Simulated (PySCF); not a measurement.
C3H8As, SMILES C[C](C)[AsH2], multiplicity 2. Geometry optimised at B3LYP-D3(BJ)/def2-SVP. The isomer is the one that the SMILES or the coordinates give; other isomers of the formula were not compared.

Give the equilibrium geometry at B3LYP-D3(BJ)/def2-SVP (PySCF confirms it by a frequency run) as a Z-matrix, and its point group. (Estimate from the structure and the level; the computed values follow.)

point group Cs.
```
C
C 1 1.4957
H 2 1.1014 1 112.85
H 2 1.1058 3 107.82 1 122.51
H 2 1.1108 3 107.07 4 113.73
C 1 1.4957 2 118.33 3 170.63
H 6 1.1014 1 112.85 2 -170.63
H 6 1.1058 7 107.82 1 -122.51
H 6 1.1108 7 107.07 8 -113.73
As 1 1.9403 2 119.18 3 -30.09
H 10 1.5330 1 96.32 2 53.25
H 10 1.5330 11 93.66 1 -96.78
```
Charge 0, spin multiplicity 2.
